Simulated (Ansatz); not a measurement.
Si₉GeH₁₆⁺, an alloyed cluster cut from the lattice of silicon (1 Ge, core), relaxed as a doublet with UKS r2SCAN-D4/def2-SVP in Ansatz, starting from the r2SCAN-D4/def2-SVP geometry of the neutral singlet. Force threshold 0.03 eV/Å.

Start:

Cartesian coordinates in Å:
```
Si -1.762 1.556 -0.238
Si 2.036 1.008 -0.648
Si -0.419 -1.882 -1.366
Ge 0.145 -0.686 2.264
Si -2.168 -0.325 -1.591
Si 1.608 -0.870 -1.999
Si 0.272 2.547 -0.881
Si -1.634 0.888 2.011
Si 2.198 0.339 1.598
Si -0.276 -2.582 0.872
H -2.875 2.546 -0.415
H 3.320 1.652 -1.084
H -0.685 -3.062 -2.254
H 0.240 -1.132 3.738
H -2.272 0.104 -3.023
H -3.465 -0.962 -1.195
H 1.525 -0.443 -3.433
H 2.728 -1.856 -1.864
H 0.181 2.987 -2.311
H 0.538 3.752 -0.032
H -1.383 2.079 2.884
H -2.928 0.260 2.430
H 2.473 1.528 2.466
H 3.325 -0.635 1.761
H -1.558 -3.237 1.286
H 0.834 -3.576 1.026
```

| step | energy (eV) | largest force component (eV/Å) | SCF passes |
| --- | --- | --- | --- |
| 1 | -127635.9322 | 0.498 | 45 |
| 2 | -127636.0798 | 0.215 | 30 |
| 3 | -127636.1085 | 0.115 | 30 |
| 4 | -127636.1526 | 0.219 | 32 |
| 5 (rejected) | -127636.1456 | 0.383 | 26 |
| 6 | -127636.1887 | 0.078 | 28 |
| 7 | -127636.1979 | 0.124 | 27 |
| 8 | -127636.2076 | 0.081 | 25 |
| 9 | -127636.2255 | 0.215 | 27 |
| 10 (rejected) | -127636.2246 | 0.211 | 29 |
| 11 | -127636.2455 | 0.144 | 28 |
| 12 | -127636.2599 | 0.125 | 27 |
| 13 | -127636.2712 | 0.173 | 26 |
| 14 | -127636.2800 | 0.096 | 23 |
| 15 | -127636.2856 | 0.085 | 23 |
| 16 | -127636.2905 | 0.057 | 25 |
| 17 | -127636.2929 | 0.055 | 22 |
| 18 | -127636.2948 | 0.053 | 22 |
| 19 | -127636.2962 | 0.045 | 22 |
| 20 | -127636.2969 | 0.034 | 23 |
| 21 | -127636.2972 | 0.028 | 23 |

Force components are those of the run's own axes.

End:

```xyz
26

Si   -1.7240    1.5832   -0.2211
Si    1.9556    0.9463   -0.6944
Si   -0.5022   -1.8832   -1.4944
Ge    0.1379   -0.8845    2.1402
Si   -2.2243   -0.2773   -1.5788
Si    1.6237   -0.9978   -1.9763
Si    0.2789    2.5699   -0.9686
Si   -1.4765    0.9235    2.0199
Si    2.0997    0.6377    1.6498
Si   -0.3597   -2.7200    0.6965
H    -2.8383    2.5834   -0.2489
H     3.3590    1.4660   -0.8785
H    -0.8070   -3.0232   -2.4165
H     0.6830   -1.3229    3.5208
H    -2.3711    0.2110   -2.9841
H    -3.4948   -0.9129   -1.1141
H     1.7192   -0.5700   -3.4049
H     2.6977   -1.9851   -1.6502
H     0.1662    2.8792   -2.4264
H     0.6314    3.7875   -0.1801
H    -1.0515    1.9988    2.9603
H    -2.6755    0.1899    2.5444
H     1.8867    1.8964    2.4231
H     3.2632   -0.1267    2.1911
H    -1.6807   -3.2221    1.1864
H     0.7035   -3.7472    0.9047
```

By distances, no bond broke or formed. The bond that changes most is Ge4–Si9, from 2.39 to 2.53 Å (atoms count from 1).

No frequencies were taken in this run, so the end may be a saddle point.

Hardware: 4 threads of Arm Neoverse V1 on a shared host. Wall time 9.3 min.
